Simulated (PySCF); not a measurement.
**MGa cations for M along group 15**

PBE0 with triple-zeta basis sets in PySCF, for the lowest determinant that a PBE0 search found; no spin–orbit coupling. De refers to high-spin ground-configuration atoms (the charge goes to the atom of lower measured ionisation energy or higher electron affinity, which is not always the lowest computed limit). A positive dipole points towards Ga; it is taken about the centre of mass and depends on that origin.

```csv
M,basis,charged atom,state (unpaired electrons),Re (Å),ωe (cm⁻¹),De (eV),μ (D)
N,def2-TZVPPD,Ga+,"quartet (σ ↑, π ↑↑)",2.491,127,0.20,0.59
As,def2-TZVPPD,Ga+,"quartet (σ ↑, π ↑↑)",2.704,126,0.69,2.49
```

(1) The row for M = P is missing. Estimate Re, ωe and De as the mean of the rows for N and As, and compare with the calculation.

Weak bonds: GaN⁺. Basis-set superposition, not corrected here, can be much of De in a small basis, most of all at correlated wavefunction levels. Spin–orbit coupling is left out. For an ion De counts to the pair picked by the measured ionisation energies or electron affinities, which need not be the lowest pair at this level. States were picked by a PBE0 search and need not be the measured ground states.

Answers

(1) The means are 2.598 Å, 126 cm⁻¹ and 0.44 eV. PBE0 in def2-TZVPPD gives GaP⁺ as a quartet (σ ↑, π ↑↑) with Re = 2.606 Å, ωe = 161 cm⁻¹, De = 0.63 eV, so the estimate is off by -0.9 pm, -22 % and -0.18 eV.
